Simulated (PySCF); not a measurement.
## One reaction down a group: Si, Ge, Sn, Pb

The same gas-phase reaction for Si, Ge, Sn, Pb:
- SiI₂ + 2 ICl → SiCl₂ + 2 I₂
- GeI₂ + 2 ICl → GeCl₂ + 2 I₂
- SnI₂ + 2 ICl → SnCl₂ + 2 I₂
- PbI₂ + 2 ICl → PbCl₂ + 2 I₂

Method: PySCF energies (xtb for GFN2) plus ideal-gas RRHO corrections (1 bar). S°(298 K) at PBE0/def2-TZVP differs from the NASA 1993 table for PbI₂ (-6 J/mol/K); whether the harmonic model or the table's entry is off was not settled. † marks an energy on the PBE0/def2-TZVP geometry and frequencies; other levels use their own. MP2 freezes the core. All species are closed-shell singlets. B3LYP is the form with VWN-RPA correlation. I, Pb, Sn: scalar-relativistic def2 core potential, no spin-orbit coupling. Ge: all electrons, no relativistic terms. MP2 isn't extrapolated to the basis-set limit. The harmonic model lacks anharmonicity and excited electronic states, which grow with temperature; levels with a mode under 35 cm⁻¹ are left out. Soft modes under 120 cm⁻¹ make the harmonic entropy rough for SiI₂, GeI₂, SnI₂, SnCl₂, PbI₂, PbCl₂.

ΔH°(298 K) in kJ, by level:

```
level                   Si      Ge      Sn     Pb
------------------  ------  ------  ------  -----
ωB97M-V/def2-TZVP†  -171.8  -135.4  -116.6  -96.7
MP2/def2-SVP†       -183.5  -144.2  -119.3  -96.2
B3LYP/def2-TZVP†    -165.0  -128.4  -113.2  -94.9
PBE0/def2-SVP†      -170.4  -137.9  -116.4  -99.9
r2SCAN/def2-TZVP†   -161.7  -128.8  -113.9  -96.9
MP2/def2-TZVPP†     -166.3  -131.5  -112.4  -90.4
GFN2-xTB            -119.2  -113.4   -37.5   39.4
PBE0/def2-QZVP†     -160.8  -126.3  -110.8  -93.5
```

At ωB97M-V/def2-TZVP†, ΔH° rises from Si to Pb, over a range of 75.1 kJ; the steps are +36.4, +18.8, +19.9 kJ. 8 of the 8 levels shown give the same order. The levels scatter most for Pb (139.3 kJ between the highest and the lowest) and least for Ge (30.8 kJ). ΔS°(298 K) runs from -14.0 to -12.6 J/K, so TΔS° at 298 K spreads over 0.4 kJ among the members, against 75.1 kJ for ΔH°.

Free energies at ωB97M-V/def2-TZVP†:

```csv
member,"ΔS°(298 K), J/K","ΔG°(298 K), kJ","ΔG°(1200 K), kJ",ΔG° changes sign
Si,-14.0,-168,-155,none from 298 to 2500 K
Ge,-13.5,-131,-119,none from 298 to 2500 K
Sn,-13.1,-113,-101,none from 298 to 2500 K
Pb,-12.6,-93,-82,none from 298 to 2500 K
```

The NASA 1993 table holds none of these reactions whole; the comparison is among the levels.
